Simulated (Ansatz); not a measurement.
Born–Oppenheimer molecular dynamics of Cl2GeH4S (8 atoms, charge 0, multiplicity 1). It starts at the highest image of a converged band. Of that band: Neighbouring images differ by up to 2.3 eV, so the band resolves the path poorly. A vibrational analysis at the climbing image gives one clearly imaginary mode, 1440i cm⁻¹: a first-order saddle point.

Theory: RKS B3LYP-D4/def2-SVP in Ansatz 0.2.0.

| Property | Result |
| --- | --- |
| ensemble | NVE (velocity Verlet) |
| time step | 0.5 fs |
| steps asked | 132 |
| starting velocities drawn for | 100 K |
| seed | 7814 |

Frames 0.5 fs apart, positions in Å, forces in eV/Å.

Velocities at 0 fs (Å/ps):

```
Ge 0.51 -1.05 -0.35
H 7.52 2.79 -5.36
H -21.72 -1.39 -11.57
Cl -0.04 -0.11 0.36
Cl 0.19 1.58 0.43
S -1.36 0.88 0.30
H 19.42 -2.08 -3.36
H -3.60 -3.59 8.54
```

```xyz
8
Properties=species:S:1:pos:R:3:forces:R:3 time_fs=0 energy_less_start_eV=0.000 T=100
Ge -0.269 0.006 -0.100 -0.03 -0.01 0.03
H -0.191 -0.802 1.495 0.01 0.00 -0.04
H 1.168 0.530 0.098 -0.01 0.02 0.03
Cl -0.903 1.355 -1.746 0.00 -0.02 0.00
Cl -0.625 -1.927 -1.027 0.01 -0.04 -0.04
S -2.301 0.662 1.348 0.01 0.05 0.01
H -2.950 -0.399 0.808 0.01 0.00 0.00
H -1.131 -0.298 1.796 -0.01 -0.01 0.01
8
Properties=species:S:1:pos:R:3:forces:R:3 time_fs=0.5 energy_less_start_eV=0.001 T=99
Ge -0.269 0.005 -0.100 -0.18 -0.05 0.02
H -0.187 -0.800 1.492 -0.01 0.00 -0.03
H 1.157 0.529 0.092 0.16 0.08 0.06
Cl -0.903 1.354 -1.746 -0.01 -0.01 0.00
Cl -0.625 -1.926 -1.026 0.01 -0.06 -0.05
S -2.302 0.663 1.348 0.09 0.06 0.05
H -2.940 -0.400 0.807 -0.04 -0.06 -0.03
H -1.133 -0.299 1.800 -0.02 0.03 -0.02
8
Properties=species:S:1:pos:R:3:forces:R:3 time_fs=1 energy_less_start_eV=0.005 T=94
Ge -0.269 0.005 -0.100 -0.33 -0.09 0.01
H -0.183 -0.799 1.490 -0.03 0.00 -0.02
H 1.147 0.528 0.087 0.34 0.14 0.08
Cl -0.903 1.354 -1.746 -0.02 -0.01 -0.01
Cl -0.625 -1.925 -1.026 0.00 -0.07 -0.06
S -2.303 0.663 1.348 0.16 0.07 0.09
H -2.930 -0.401 0.805 -0.08 -0.11 -0.06
H -1.134 -0.301 1.804 -0.04 0.08 -0.05
8
Properties=species:S:1:pos:R:3:forces:R:3 time_fs=1.5 energy_less_start_eV=0.011 T=86
Ge -0.268 0.004 -0.101 -0.46 -0.13 0.00
H -0.180 -0.798 1.487 -0.05 0.00 -0.01
H 1.137 0.528 0.081 0.51 0.20 0.10
Cl -0.903 1.354 -1.745 -0.03 -0.01 -0.01
Cl -0.625 -1.924 -1.026 0.00 -0.09 -0.07
S -2.303 0.664 1.349 0.23 0.07 0.13
H -2.921 -0.403 0.803 -0.13 -0.15 -0.08
H -1.136 -0.303 1.808 -0.06 0.12 -0.07
8
Properties=species:S:1:pos:R:3:forces:R:3 time_fs=2 energy_less_start_eV=0.018 T=77
Ge -0.268 0.004 -0.101 -0.58 -0.17 0.00
H -0.176 -0.796 1.484 -0.06 0.00 -0.01
H 1.129 0.529 0.076 0.66 0.25 0.12
Cl -0.903 1.354 -1.745 -0.04 -0.01 -0.01
Cl -0.625 -1.924 -1.026 -0.01 -0.11 -0.08
S -2.304 0.664 1.349 0.28 0.05 0.17
H -2.912 -0.404 0.801 -0.16 -0.18 -0.10
H -1.138 -0.304 1.812 -0.08 0.17 -0.09
8
Properties=species:S:1:pos:R:3:forces:R:3 time_fs=2.5 energy_less_start_eV=0.025 T=68
Ge -0.268 0.003 -0.101 -0.67 -0.19 0.00
H -0.173 -0.795 1.481 -0.08 0.00 -0.01
H 1.122 0.530 0.071 0.79 0.29 0.14
Cl -0.903 1.354 -1.745 -0.06 -0.01 -0.02
Cl -0.625 -1.923 -1.026 -0.01 -0.13 -0.09
S -2.305 0.664 1.349 0.32 0.03 0.20
H -2.903 -0.406 0.799 -0.18 -0.20 -0.11
H -1.141 -0.305 1.816 -0.11 0.21 -0.11
8
Properties=species:S:1:pos:R:3:forces:R:3 time_fs=3 energy_less_start_eV=0.031 T=61
Ge -0.268 0.003 -0.101 -0.72 -0.21 0.01
H -0.170 -0.793 1.478 -0.09 0.00 -0.01
H 1.117 0.531 0.067 0.87 0.33 0.15
Cl -0.903 1.354 -1.745 -0.07 0.00 -0.02
Cl -0.625 -1.922 -1.025 -0.02 -0.15 -0.11
S -2.305 0.665 1.349 0.36 -0.01 0.22
H -2.894 -0.409 0.796 -0.20 -0.20 -0.11
H -1.143 -0.305 1.819 -0.13 0.25 -0.13
8
Properties=species:S:1:pos:R:3:forces:R:3 time_fs=3.5 energy_less_start_eV=0.034 T=56
Ge -0.268 0.002 -0.101 -0.73 -0.21 0.03
H -0.166 -0.792 1.475 -0.10 0.00 -0.01
H 1.114 0.534 0.063 0.92 0.34 0.15
Cl -0.903 1.354 -1.745 -0.08 0.00 -0.02
Cl -0.624 -1.921 -1.025 -0.03 -0.17 -0.12
S -2.306 0.665 1.349 0.37 -0.06 0.23
H -2.887 -0.412 0.793 -0.20 -0.19 -0.11
H -1.146 -0.305 1.823 -0.16 0.29 -0.14
8
Properties=species:S:1:pos:R:3:forces:R:3 time_fs=4 energy_less_start_eV=0.035 T=55
Ge -0.268 0.002 -0.101 -0.68 -0.20 0.05
H -0.164 -0.791 1.472 -0.10 0.01 -0.02
H 1.113 0.537 0.059 0.92 0.34 0.15
Cl -0.903 1.354 -1.745 -0.09 0.00 -0.02
Cl -0.624 -1.921 -1.025 -0.03 -0.20 -0.14
S -2.306 0.666 1.349 0.38 -0.13 0.24
H -2.879 -0.416 0.790 -0.20 -0.16 -0.09
H -1.149 -0.304 1.825 -0.20 0.34 -0.15
8
Properties=species:S:1:pos:R:3:forces:R:3 time_fs=4.5 energy_less_start_eV=0.033 T=58
Ge -0.267 0.001 -0.102 -0.59 -0.18 0.07
H -0.161 -0.789 1.469 -0.10 0.01 -0.04
H 1.115 0.541 0.055 0.88 0.32 0.14
Cl -0.903 1.354 -1.744 -0.10 0.00 -0.02
Cl -0.624 -1.920 -1.025 -0.04 -0.22 -0.16
S -2.307 0.666 1.350 0.38 -0.21 0.24
H -2.873 -0.420 0.787 -0.19 -0.11 -0.07
H -1.153 -0.302 1.828 -0.24 0.38 -0.16
8
Properties=species:S:1:pos:R:3:forces:R:3 time_fs=5 energy_less_start_eV=0.028 T=65
Ge -0.267 0.001 -0.102 -0.44 -0.14 0.11
H -0.159 -0.788 1.466 -0.10 0.02 -0.06
H 1.118 0.546 0.052 0.80 0.29 0.12
Cl -0.903 1.354 -1.744 -0.11 0.00 -0.02
Cl -0.624 -1.919 -1.025 -0.05 -0.24 -0.17
S -2.307 0.667 1.350 0.36 -0.29 0.23
H -2.866 -0.424 0.783 -0.17 -0.05 -0.04
H -1.157 -0.300 1.830 -0.28 0.42 -0.16
8
Properties=species:S:1:pos:R:3:forces:R:3 time_fs=5.5 energy_less_start_eV=0.021 T=73
Ge -0.267 0.000 -0.102 -0.26 -0.09 0.15
H -0.157 -0.786 1.463 -0.09 0.03 -0.09
H 1.124 0.551 0.049 0.68 0.24 0.10
Cl -0.903 1.354 -1.744 -0.12 0.00 -0.02
Cl -0.624 -1.919 -1.025 -0.05 -0.27 -0.19
S -2.308 0.667 1.350 0.34 -0.38 0.22
H -2.860 -0.429 0.780 -0.15 0.01 -0.01
H -1.162 -0.296 1.831 -0.33 0.46 -0.15
```

Of the whole run (66 fs, mean temperature of the second half 1816 K): The conserved energy stayed within 0.18 meV per atom of its start (net change 0.14 meV per atom), so the integration is sound. The kinetic energy rose, since the run started high on the potential surface and went downhill. It ends in pieces (Cl2GeH2 + H2S), so much of that is their flight and rotation, not heat. A run of 0.066 ps of so small a system gives no equilibrium averages. The orbitals stay closed-shell, which can raise the energy where a bond breaks towards radicals; this wasn't checked here.

Run time: 8.7 min on 2 threads of Intel(R) Xeon(R) Platinum 8259CL CPU @ 2.50GHz (Skylake/Cascade Lake) (shared host), peak memory 0.29 GiB.
